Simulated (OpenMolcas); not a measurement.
An OpenMolcas run meant for Ar⁴⁺ (ANO-RCC-VDZP, X2C; inactive shells 1s 2s 2p 3s; intended active space 2 electrons in 3 orbitals (3p)). One step of its input:

```
&CASPT2
Multistate=3 1 2 3
Frozen=1 0
IPEA=0.25
Shift=3.0
MaxIter=60
WThr=0.0 0.3 0.05
PrWF=0.5
NoMix
```

The run finished. Its levels beside those of a sound run (SS-CASPT2, IPEA 0.25 Eh, imaginary shift 0.1 Eh (closed shells correlated: 2s 2p 3s)), in eV above each run's lowest level:

| Level | This run | Usual run |
| --- | --- | --- |
| 3s2 3p2 3P0 | 0.0000 | 0.0000 |
| 3s2 3p2 3P1 | 0.0880 | 0.0885 |
| 3s2 3p2 3P2 | 0.2396 | 0.2399 |
| 3s2 3p2 1D2 | 2.3055 | 2.2323 |
| 3s2 3p2 1S0 | 5.3224 | 5.0370 |

Question: Which setting is unsound, and how much does it matter here?

Answer: The level shift is far above the usual 0.1 to 0.3 hartree and damps the second-order energy. Against the sound run the excited levels shown move by 720 cm-1 on average and by 2300 cm-1 at most.

CASPT2 does not keep the components of a term degenerate, so their means are used; among the terms shown or strongly mixed into the levels shown the widest spread is 120 cm-1 (3s2 3p2 1D, the sound run). With the s shell closed, the reference lacks s² → p² mixing. The basis is small and was not contracted for so high a charge. Only configurations of the active space appear.
